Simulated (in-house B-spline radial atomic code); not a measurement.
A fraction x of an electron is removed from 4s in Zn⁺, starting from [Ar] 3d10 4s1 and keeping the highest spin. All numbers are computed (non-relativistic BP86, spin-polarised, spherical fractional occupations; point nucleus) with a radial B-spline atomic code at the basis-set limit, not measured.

```
   x  E(x) - E(0) (eV)  4s up level (eV)
   0            0.0000           -14.411
0.04            0.5829           -14.737
0.15            2.2534           -15.636
0.26            4.0231           -16.538
0.41            6.5961           -17.768
 0.5            8.2283           -18.503
0.59            9.9265           -19.233
0.75           13.1064           -20.510
0.85           15.1964           -21.286
0.99           18.2502           -22.332
   1           18.4739                 -
```

The exact functional would give a straight line between the two integer points. Deviations E(x) - E(0) - x[E(1) - E(0)], in eV: -0.156 at x = 0.04, -0.518 at x = 0.15, -0.78 at x = 0.26, -0.978 at x = 0.41, -1.009 at x = 0.5, -0.973 at x = 0.59, -0.749 at x = 0.75, -0.506 at x = 0.85, -0.039 at x = 0.99.

The curve lies below the straight line by up to 1.009 eV (at x = 0.5): convex, the delocalisation error that favours fractional charges.

How well does Slater's transition state (minus the level at half occupation) give the ionisation energy?

It gives 18.503 eV against 18.474 eV from the two total energies; NIST lists 17.96 eV, ground level to ground level.
